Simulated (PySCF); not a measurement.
# Electron correlation in Ru⁴⁰⁺ (ruthenium, charge +40)

Starting occupation: [He] 2s2. Calculation: PySCF 2.14, in an even-tempered Gaussian basis (17 s from 4.6 bohr⁻², ratio 2.6; 12 p from 5.9 bohr⁻², ratio 2.6; 7 d from 6.1 bohr⁻², ratio 2.8; 4 f from 120 bohr⁻², ratio 2.8); X2C-1e with screened-nucleus spin-orbit coupling, Gaussian nucleus. Frozen: nothing; 4 electrons correlated; the 32 highest virtual spinors left out.

MP2 pair energies summed by pair of shells (mhartree):

| pair | energy | share (%) |
| --- | --- | --- |
| 2s1/2-2s1/2 | -215.62 | 76.5 |
| 1s1/2-1s1/2 | -47.89 | 17.0 |
| 1s1/2-2s1/2 | -18.30 | 6.5 |

Total MP2 correlation energy: -281.80 mhartree.

The virtual space was cut to 50 spinors, which keep -267.75 of the -281.80 mhartree of MP2 correlation.

| level | correlation energy (mhartree) |
| --- | --- |
| CCSD | -403.69 |
| (T) | -0.37 |
| CCSD(T) | -404.06 |

Diagnostics: T1 = 0.00034, largest double amplitude 0.142.

Q: Is a single reference adequate?

A: Mostly. T1 lies below 0.03, but a double amplitude of this size points to a near-degeneracy that CCSD handles and MP2 describes poorly.

The coupled-cluster values are those of the cut space; adding the MP2 remainder, -14.05 mhartree, estimates the full space.

At this charge the one-electron X2C treatment keeps the bare 1/r₁₂, with no two-electron picture change or Breit term. That inflates the 1s pair energies well beyond their four-component values.
